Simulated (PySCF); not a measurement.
Lowest empty level (eV) of eight silicon and germanium compounds: PBE beside PBE0, computed with PySCF for isolated molecules in the bases named; differences from unrounded values. The eight are the first of their class met in an unordered collection, after screening for sound electronic states; none was chosen by its value. Each molecule has one DFT geometry for both levels.

```json
[
 {"molecule": "SiH2Cl2, SMILES Cl[SiH2]Cl", "basis": "def2-TZVPD", "PBE0": "-0.34"},
 {"molecule": "CH₃FO₂Si, SMILES O=C(O)[SiH2]F", "basis": "def2-TZVP", "PBE0": "-1.01"},
 {"molecule": "C2H10OSi2, SMILES COC[SiH2][SiH3]", "basis": "def2-TZVP", "PBE0": "0.22"},
 {"molecule": "Ge(H)2(F)(Et) (C2H7FGe), SMILES C[CH2][GeH2][F]", "basis": "def2-TZVP", "PBE0": "0.33"},
 {"molecule": "Si(Cl)(OH)2(OMe) (CH5ClO3Si), SMILES CO[Si](O)(O)Cl", "basis": "def2-TZVP", "PBE0": "0.44"},
 {"molecule": "C3H7NSi, SMILES [SiH3]C=C=CN", "basis": "def2-TZVP", "PBE0": "-0.38"},
 {"molecule": "FGeH₄NO₂, SMILES [NH2][Ge]([OH])([OH])[F]", "basis": "def2-TZVP", "PBE0": "-0.15"},
 {"molecule": "ClFGeH4N2, SMILES [NH2][Ge]([NH2])([F])[Cl]", "basis": "def2-TZVP", "PBE0": "-0.33"}
]
```

### Question
Estimate the PBE values and say how PBE differs from PBE0 over the set. (Estimate from the structure and the level; the computed values follow.)

### Answer

```
molecule                                               PBE  difference
---------------------------------------------------  -----  ----------
SiH2Cl2, SMILES Cl[SiH2]Cl                           -1.21       -0.87
CH₃FO₂Si, SMILES O=C(O)[SiH2]F                       -2.06       -1.05
C2H10OSi2, SMILES COC[SiH2][SiH3]                    -0.61       -0.84
Ge(H)2(F)(Et) (C2H7FGe), SMILES C[CH2][GeH2][F]      -0.58       -0.91
Si(Cl)(OH)2(OMe) (CH5ClO3Si), SMILES CO[Si](O)(O)Cl  -0.51       -0.95
C3H7NSi, SMILES [SiH3]C=C=CN                         -1.34       -0.96
FGeH₄NO₂, SMILES [NH2][Ge]([OH])([OH])[F]            -1.12       -0.98
ClFGeH4N2, SMILES [NH2][Ge]([NH2])([F])[Cl]          -1.32       -0.99
```
PBE lies below PBE0 in 8 and above it in 0 of the eight; the mean signed difference is -0.94 and the largest -1.05 eV.
